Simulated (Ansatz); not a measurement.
N₂HBr, singlet: a pair in one relaxed arrangement.

in.yaml

```yaml
crystal:
  periodic: [false, false, false]
  atoms:
    - {symbol: Br, position_ang: [0.008099, 0.060797, -2.550859]}
    - {symbol: H, position_ang: [-0.002265, 0.044880, -1.128992]}
    - {symbol: N, position_ang: [-0.002960, -0.034304, 1.295689]}
    - {symbol: N, position_ang: [-0.002774, -0.071374, 2.384063]}
basis:
  gaussian: {orbitals: "def2-TZVPPD.json"}
hamiltonian: {xc: pbe0, dispersion: d4}
output: {orbitals: {seedname: orbitals}}
```

The basis file named in the input lies beside it (Basis Set Exchange, JSON).

Launched with

```bash
ansatz run in.yaml --threads 2 --pin off --events-out ev --progress --plain --max-ram 5222MiB
```

The run's output (Ansatz 0.2.0):

```
Functional definition: PBE0
  name "PBE0"
  cite "Adamo & Barone, J. Chem. Phys. 110, 6158 (1999) doi:10.1063/1.478522"
  cite "Perdew, Burke & Ernzerhof, Phys. Rev. Lett. 77, 3865 (1996) doi:10.1103/PhysRevLett.77.3865"
  parent pbe
  parameter a = 0.25
  parameter kappa = 0.804
  parameter beta = 0.06672455060314922
  exchange = (1 - a)*pbe_x(kappa = kappa, mu = beta*pi^2/3) + a*exact_x
  correlation = pbe_c(beta = beta)
889 factors; their error is unknown
mean field evaluation 1: about -73031.5106 eV, gradient 2.4e1 eV
mean field evaluation 2: about -73032.0636 eV, gradient 1.5e1 eV
mean field evaluation 4: about -73032.5128 eV, gradient 2.1e0 eV
mean field evaluation 8: about -73032.8542 eV, gradient 6.4e-2 eV
mean field -73032.85417288 eV, -2683.9078874069 hartree, gradient 3.5e-5 eV, S^2 0.000000; 0 other end points of the search recorded, 0 dependent functions left out
reference -73032.85420728 eV, -2683.9078886709 hartree; 25, 25 occupied and 123, 123 virtual orbitals, 889 factors
Total energy: -73032.88444132 eV, -2683.9089997515 hartree
```

The lines “mean field evaluation” count trial sets of orbitals through the whole run, from several starts and some on an approximate energy, so they need not fall steadily or lie above the final value.

The run took about 1.2 s on 2 CPU threads of an AMD EPYC 9R14 (shared host).
